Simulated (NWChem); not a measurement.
The numbers come from NWChem runs, not from measurements. System: C₃H₃N₂, charge 0, spin multiplicity 2, displaced from the optimised geometry. The structure started from a generated list of species. Its SCF solution wasn't tested for a lower state.

Input file:

```
start mol
memory heap 200 mb stack 900 mb global 1100 mb
geometry units angstroms nocenter noautoz
  C     -0.629505     1.057199     0.000000
  C     -1.186215    -0.225544     0.000000
  N     -0.054807    -1.063061     0.000000
  C      1.067281    -0.252468     0.000000
  N      0.722199     1.047349     0.000000
  H     -2.224299    -0.611356     0.000000
  H     -0.059341    -2.096000     0.000000
  H      2.102525    -0.657782     0.000000
  symmetry group Cs
end
basis spherical
  * library def2-svp
end
dft
  xc becke88 perdew86
  odft
  mult 2
  semidirect memsize 60000000 filesize 0
  iterations 100
  convergence nodiis damp 40
end
task dft gradient
```

The output up to the point where the run's verdict is printed (cleaned and shortened):

```
             Northwest Computational Chemistry Package (NWChem) 7.3.0
             --------------------------------------------------------

                                NWChem Input Module
                                -------------------

 Scaling coordinates for geometry "geometry" by  1.889725989
 (inverse scale =  0.529177249)

 Turning off AUTOSYM since
 SYMMETRY directive was detected!

                             Geometry "geometry" -> ""
                             -------------------------

 Output coordinates in angstroms (scale by  1.889725989 to convert to a.u.)

  No.       Tag          Charge          X              Y              Z
 ---- ---------------- ---------- -------------- -------------- --------------
    1 C                    6.0000    -0.62950500     1.05719900     0.00000000
    2 C                    6.0000    -1.18621500    -0.22554400     0.00000000
    3 N                    7.0000    -0.05480700    -1.06306100     0.00000000
    4 C                    6.0000     1.06728100    -0.25246800     0.00000000
    5 N                    7.0000     0.72219900     1.04734900     0.00000000
    6 H                    1.0000    -2.22429900    -0.61135600     0.00000000
    7 H                    1.0000    -0.05934100    -2.09600000     0.00000000
    8 H                    1.0000     2.10252500    -0.65778200     0.00000000

 Effective nuclear repulsion energy (a.u.)     152.4275398730

            Nuclear Dipole moment (a.u.)
            ----------------------------
        X                 Y               Z
 ---------------- ---------------- ----------------
    -0.0000094486    -0.0000000000     0.0000000000

      Symmetry information
      --------------------

 Group name             Cs
 Group number              2
 Group order               2
 No. of unique centers     8

      Symmetry unique atoms

     1    2    3    4    5    6    7    8


 Summary of "ao basis" -> "" (spherical)
 ------------------------------------------------------------------------------
       Tag                 Description            Shells   Functions and Types
[...]
 d= 0,ls=0.0         73   -168.5611196393 -1.92D+00  1.64D-01              39.5
                                                     1.45D-01
 d= 0,ls=0.0         74   -166.6412336007  1.92D+00  1.64D-01              40.0
                                                     1.45D-01
 d= 0,ls=0.0         75   -168.5611196393 -1.92D+00  1.64D-01              40.6
                                                     1.45D-01
 d= 0,ls=0.0         76   -166.6412336007  1.92D+00  1.64D-01              41.1
                                                     1.45D-01
 d= 0,ls=0.0         77   -168.5611196393 -1.92D+00  1.64D-01              41.7
                                                     1.45D-01
 d= 0,ls=0.0         78   -166.6412336007  1.92D+00  1.64D-01              42.2
                                                     1.45D-01
 d= 0,ls=0.0         79   -168.5611196393 -1.92D+00  1.64D-01              42.7
                                                     1.45D-01
 d= 0,ls=0.0         80   -166.6412336007  1.92D+00  1.64D-01              43.2
                                                     1.45D-01
 d= 0,ls=0.0         81   -168.5611196393 -1.92D+00  1.64D-01              43.7
                                                     1.45D-01
 d= 0,ls=0.0         82   -166.6412336007  1.92D+00  1.64D-01              44.2
                                                     1.45D-01
 d= 0,ls=0.0         83   -168.5611196393 -1.92D+00  1.64D-01              44.7
                                                     1.45D-01
 d= 0,ls=0.0         84   -166.6412336007  1.92D+00  1.64D-01              45.2
                                                     1.45D-01
 d= 0,ls=0.0         85   -168.5611196393 -1.92D+00  1.64D-01              45.8
                                                     1.45D-01
 d= 0,ls=0.0         86   -166.6412336007  1.92D+00  1.64D-01              46.3
                                                     1.45D-01
 d= 0,ls=0.0         87   -168.5611196393 -1.92D+00  1.64D-01              46.8
                                                     1.45D-01
 d= 0,ls=0.0         88   -166.6412336007  1.92D+00  1.64D-01              47.3
                                                     1.45D-01
 d= 0,ls=0.0         89   -168.5611196393 -1.92D+00  1.64D-01              47.9
                                                     1.45D-01
 d= 0,ls=0.0         90   -166.6412336007  1.92D+00  1.64D-01              48.4
                                                     1.45D-01
 d= 0,ls=0.0         91   -168.5611196393 -1.92D+00  1.64D-01              48.9
                                                     1.45D-01
 d= 0,ls=0.0         92   -166.6412336007  1.92D+00  1.64D-01              49.4
                                                     1.45D-01
 d= 0,ls=0.0         93   -168.5611196393 -1.92D+00  1.64D-01              49.9
                                                     1.45D-01
 d= 0,ls=0.0         94   -166.6412336007  1.92D+00  1.64D-01              50.5
                                                     1.45D-01
 d= 0,ls=0.0         95   -168.5611196393 -1.92D+00  1.64D-01              51.0
                                                     1.45D-01
 d= 0,ls=0.0         96   -166.6412336007  1.92D+00  1.64D-01              51.5
                                                     1.45D-01
 d= 0,ls=0.0         97   -168.5611196393 -1.92D+00  1.64D-01              52.0
                                                     1.45D-01
 d= 0,ls=0.0         98   -166.6412336007  1.92D+00  1.64D-01              52.6
                                                     1.45D-01
 d= 0,ls=0.0         99   -168.5611196393 -1.92D+00  1.64D-01              53.1
                                                     1.45D-01
 d= 0,ls=0.0        100   -166.6412336007  1.92D+00  1.64D-01              53.6
                                                     1.45D-01
```

The run did not converge; its last values are not results. The next line reads: Calculation failed to converge. NWChem stopped with the message: dft gradient failed.
